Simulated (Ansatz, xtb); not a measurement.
**C4H5FSSi: which of two isomers lies lower**

Structure X is `Fc1ccsc1[SiH3]`, a singlet and structure Y is `Fc1cscc1[SiH3]`, a singlet. Both are isolated molecules in the gas phase, relaxed with B3LYP-D3(BJ)/def2-SVP.

Quicker runs give these differences E(Y) − E(X): GFN2-xTB −0.16 kJ/mol; HF/STO-3G −0.25 kJ/mol (at GFN2-xTB geometries); r2SCAN-D4/def2-SVP +5.45 kJ/mol (at GFN2-xTB geometries).

Task: Estimate which is lower in electronic energy at CCSD(T)/def2-SVP + ΔMP2/def2-TZVPP, and by roughly how much.

Result: Not settled: CCSD(T)/def2-SVP + ΔMP2/def2-TZVPP gives E(Y) − E(X) = +4.35 kJ/mol, but this leans on the basis-set step: CCSD(T) alone gives +3.52 kJ/mol.

How the difference moves with the method:

| level | geometry | E(Y) − E(X) (kJ/mol) | departure from the last row (kJ/mol) | job, with rough time for the two |
| --- | --- | --- | --- | --- |
| GFN2-xTB | GFN2-xTB | −0.16 | −4.52 | optimisation, 0.59 s |
| HF/STO-3G | GFN2-xTB | −0.25 | −4.61 | single point, 3.6 s |
| r2SCAN-D4/def2-SVP | GFN2-xTB | +5.45 | +1.10 | single point, 14 s |
| B3LYP-D3(BJ)/def2-SVP | B3LYP-D3(BJ)/def2-SVP | +4.31 | −0.05 | optimisation, 3.4 min |
| HF/def2-SVP | B3LYP-D3(BJ)/def2-SVP | +4.71 | +0.36 | part of the CCSD(T) run |
| MP2/def2-SVP | B3LYP-D3(BJ)/def2-SVP | +4.28 | −0.07 | part of the CCSD(T) run |
| CCSD(T)/def2-SVP | B3LYP-D3(BJ)/def2-SVP | +3.52 | −0.83 | single point |
| CCSD(T)/def2-SVP + ΔMP2/def2-TZVPP | B3LYP-D3(BJ)/def2-SVP | +4.35 |  | single point, 3.4 min |

As drawn, both hold the same kinds of bond in the same numbers.

GFN2-xTB, HF/STO-3G find them nearly level. The largest departure from CCSD(T)/def2-SVP + ΔMP2/def2-TZVPP is that of HF/STO-3G, 4.61 kJ/mol. The last row adds to CCSD(T) the change of the MP2 difference between the two basis sets, here +0.83 kJ/mol.

With thermal terms from frequencies at re-optimised GFN2-xTB minima (ideal gas, soft modes damped towards free rotors, one conformer each, 298.15 K, 1 atm): on the last row, ΔE + ΔZPE = +4.20, ΔH = +4.00, ΔG = +4.30 kJ/mol.

The correlated steps freeze 15 core orbitals. Run with Ansatz 0.2.0, xtb 6.7.1; the last row on 2 threads of Intel(R) Xeon(R) Processor @ 2.50GHz (Skylake/Cascade Lake) on a shared host.
